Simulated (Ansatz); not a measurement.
Al(OH)(PH2)2 (AlH5OP2), SMILES [OH][Al]([PH2])[PH2].

Geometry: B3LYP-D3(BJ)/def2-SVP. The structure was generated by enumeration; whether it is a known compound was not checked. Other conformers were not sampled.

Two levels are set side by side: PBE/def2-SVPD (Ansatz, a program for electronic structure) and CAM-B3LYP/def2-SVPD (Ansatz). Energy differences of separate SCF runs at the same geometry; the states with an electron removed or added have multiplicity 2 and 2. Differences are taken from unrounded values.

```json
[
 {"quantity": "vertical ionisation energy (eV)", "CAM-B3LYP": "8.94"},
 {"quantity": "vertical singlet–triplet gap (eV)", "CAM-B3LYP": "4.56"}
]
```

Task: What does PBE give, and how far is it from CAM-B3LYP? (An estimate is asked for; the answer gives what the named calculation found.)

Result: 
```tsv
quantity	PBE	PBE minus CAM-B3LYP
vertical ionisation energy (eV)	8.55	-0.39
vertical singlet–triplet gap (eV)	4.04	-0.53
```
